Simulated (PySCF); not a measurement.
CH6S2Si, SMILES SC[SiH2]S, B3LYP/def2-SVP optimised geometry. Atoms within 1.6 Å of the plane z = 0.0 Å (x, y, z in Å): S1 (1.95, -0.91, 0.00), C2 (0.11, -0.91, 0.00), Si3 (-0.63, 0.84, 0.00), H5 (2.12, -0.25, 1.17), H6 (-0.17, -1.43, -0.93), H7 (-0.27, -1.52, 0.84), H8 (-0.17, 1.52, 1.25), H9 (-2.12, 0.80, -0.02).

Computed with B3LYP/def2-TZVP (PySCF). Cells within 0.4 Å of a nucleus heavier than hydrogen are left out (blank, or x).

Map of the electron localisation function on the plane z = 0.0 Å:

```
|0000000000000000000000000000000|
|0000000000000000000000000000000|
|0000000000000000000000000000000|
|0000000000000000000000000000000|
|0000000000000000000000000000000|
|0000000000000000000000000000000|
|0000000000000000000000000000000|
|0000001100000111100000000000000|
|0000157642111222100000000000000|
|0001699997421233210000000000000|
|0004999999820003310000000000000|
|0006999999904x30210000011000000|
|001899999990xxx0110001332100000|
|000799999990xx60210025654310000|
|0006999999920105731257776421000|
|0003899999644699853468887531000|
|0000589974237999866663477631000|
|000003431002576xx6871xx16642000|
|000000000001351xx5980xx06752000|
|000000000001354xx6881xx18863100|
|0000000000013566556773489863100|
|0000000000012456433589999864100|
|0000000000001233211479999863100|
|0000000000000111100268888752000|
|0000000000000000000146777531000|
|0000000000000000000024554210000|
|0000000000000000000001111000000|
|0000000000000000000000000000000|
|0000000000000000000000000000000|
|0000000000000000000000000000000|
|0000000000000000000000000000000|
```
Scale: ten equal steps from 0.000 (start of '0') to 1.000 (end of '9'), in the order '0123456789'; x runs from -4.50 to 4.50, y from -4.50 (bottom) to 4.50 (top).
